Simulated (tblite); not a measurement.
C8H6.
SMILES with atom numbers: `[CH:1]#[C:2][C:3]#[C:4][C@@H:5]([CH3:6])[C:7]#[CH:8]` (hydrogens: H9 on C1; H10 on C5; H11, H12, H13 on C6; H14 on C8)

Computed with GFN2-xTB (tblite), gas phase: Langevin dynamics at 300 K from the optimised GFN2-xTB geometry, time step 0.5 fs, friction 0.01 fs⁻¹, 2000 steps.

Start geometry:
```
atom  x, y, z in Å
C1      4.196    0.231    0.427
C2      3.010    0.378    0.282
C3      1.671    0.538    0.112
C4      0.487    0.697   -0.055
C5     -0.946    0.838   -0.244
C6     -1.425   -0.032   -1.416
C7     -1.622    0.452    0.988
C8     -2.159    0.103    1.998
H9      5.228    0.103    0.557
H10    -1.174    1.893   -0.453
H11    -0.918    0.263   -2.333
H12    -2.499    0.083   -1.551
H13    -1.208   -1.079   -1.218
H14    -2.640   -0.190    2.883
```

The statistics below take the 31 frames saved every 25 fs from 250 to 1000 fs; their kinetic temperature (all 3N coordinates) averages 305 K.

Q: How do the bond lengths spread?

A: 
| bond | start (Å) | mean (Å) | standard deviation (Å) | shortest (Å) | longest (Å) |
| --- | --- | --- | --- | --- | --- |
| C1≡C2 | 1.204 | 1.207 | 0.016 | 1.180 | 1.257 |
| C2–C3 | 1.359 | 1.367 | 0.029 | 1.297 | 1.435 |
| C3≡C4 | 1.206 | 1.209 | 0.025 | 1.156 | 1.279 |
| C4–C5 | 1.452 | 1.449 | 0.027 | 1.406 | 1.511 |
| C5–C6 | 1.536 | 1.544 | 0.028 | 1.492 | 1.610 |
| C5–C7 | 1.457 | 1.467 | 0.028 | 1.419 | 1.550 |
| C7≡C8 | 1.196 | 1.199 | 0.009 | 1.184 | 1.217 |
| C1–H9 | 1.048 | 1.057 | 0.045 | 0.987 | 1.129 |
| C5–H10 | 1.100 | 1.112 | 0.022 | 1.060 | 1.156 |
| C6–H11 | 1.088 | 1.093 | 0.026 | 1.041 | 1.153 |
| C6–H12 | 1.088 | 1.094 | 0.028 | 1.048 | 1.152 |
| C6–H13 | 1.088 | 1.088 | 0.016 | 1.055 | 1.128 |
| C8–H14 | 1.049 | 1.054 | 0.029 | 0.997 | 1.123 |

Q: Give the same statistics for bond angles, one of each kind among heavy atoms.

A: 
```
   angle  start (°)  mean (°)  standard deviation (°)  smallest (°)  largest (°)
C1–C2–C3      179.6     167.8                     6.7         155.1        177.3
C2–C3–C4      178.9     169.5                     5.7         156.6        179.6
C3–C4–C5      177.9     170.4                     6.2         155.1        178.0
C4–C5–C6      110.6     111.9                     4.0         104.8        121.7
C4–C5–C7      108.8     108.3                     3.9          98.6        117.4
C6–C5–C7      110.5     110.7                     4.7         101.5        119.1
C5–C7–C8      178.3     168.8                     5.8         148.0        177.0
```

Q: How far does each atom move about its mean position (frames aligned on the start, all atoms weighted alike), and what rms force does it feel?

A: 
```json
{"atom": "C1", "rms displacement (Å)": "0.20", "rms force (eV/Å)": "2.66"}
{"atom": "C2", "rms displacement (Å)": "0.16", "rms force (eV/Å)": "2.21"}
{"atom": "C3", "rms displacement (Å)": "0.20", "rms force (eV/Å)": "3.10"}
{"atom": "C4", "rms displacement (Å)": "0.21", "rms force (eV/Å)": "2.69"}
{"atom": "C5", "rms displacement (Å)": "0.12", "rms force (eV/Å)": "1.56"}
{"atom": "C6", "rms displacement (Å)": "0.14", "rms force (eV/Å)": "1.64"}
{"atom": "C7", "rms displacement (Å)": "0.15", "rms force (eV/Å)": "1.57"}
{"atom": "C8", "rms displacement (Å)": "0.23", "rms force (eV/Å)": "1.60"}
{"atom": "H9", "rms displacement (Å)": "0.32", "rms force (eV/Å)": "1.68"}
{"atom": "H10", "rms displacement (Å)": "0.18", "rms force (eV/Å)": "0.84"}
{"atom": "H11", "rms displacement (Å)": "0.25", "rms force (eV/Å)": "0.92"}
{"atom": "H12", "rms displacement (Å)": "0.29", "rms force (eV/Å)": "0.94"}
{"atom": "H13", "rms displacement (Å)": "0.34", "rms force (eV/Å)": "0.64"}
{"atom": "H14", "rms displacement (Å)": "0.36", "rms force (eV/Å)": "1.15"}
```

The displacements run from 0.12 to 0.36 Å, the largest at H14.

Q: How widely does the potential energy scatter, against a harmonic estimate?

A: Mean 0.49 eV above the start, standard deviation 0.095 eV, range 0.23 to 0.68 eV. For 36 classical harmonic modes at 300 K the canonical values are 36kT/2 = 0.47 eV and kT·√(36/2) = 0.110 eV.

The run is classical and short, so these are rough statistics of one trajectory.

What follows is the cost of the whole dynamics run. Time: 33 s; peak memory 0.18 GiB. Hardware: Intel Xeon at 2.50 GHz, one thread, shared host with 64 logical CPUs at a one-minute load of 62.
